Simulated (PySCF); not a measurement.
**Exercise with solution: chemical shift, span and skew from a shielding tensor**

C3H3N2, SMILES C1=CN=C[N]1 (connectivity only; charge and spin as stated), charge -1, multiplicity 1. Atoms are numbered in the order given.

```xyz
8

C      0.0000     0.6986    -0.9026
C      0.0000    -0.6986    -0.9026
N      0.0000    -1.1435     0.3923
C      0.0000     0.0000     1.1067
N      0.0000     1.1435     0.3923
H      0.0000     1.3872    -1.7508
H      0.0000    -1.3872    -1.7508
H      0.0000     0.0000     2.2007
```
Charge -1, spin multiplicity 1.

Coordinates come from a B3LYP-D3(BJ)/def2-SVPD optimisation. The spin state was assumed, not searched. The isomer is the one that the SMILES or the coordinates give; other isomers of the formula were not compared.

GIAO shieldings from PySCF with PBE/pcSseg-1, non-relativistic, no solvent. The symmetric part of the tensor of N3 has the principal values -212.2, -101.9, 228.2 ppm. The same nucleus in NH3 has σ = 267.0 ppm at this level (PySCF, at its B3LYP-D3(BJ)/def2-TZVP geometry).

**Question.** Work out the isotropic shielding, the ¹⁵N shift against NH3, the span and the skew.

**Answer.** 
σ(iso) = (σ11 + σ22 + σ33)/3 = -28.6 ppm. δ = σ(ref) − σ(iso) = 267.0 − (-28.6) = 295.6 ppm.
Span Ω = σ33 − σ11 = 440.4 ppm. Skew κ = 3(σ(iso) − σ22)/Ω = 0.50. Tumbling in solution averages the tensor to δ; in a static solid the shielding alone would spread this spin-1/2 line over Ω.
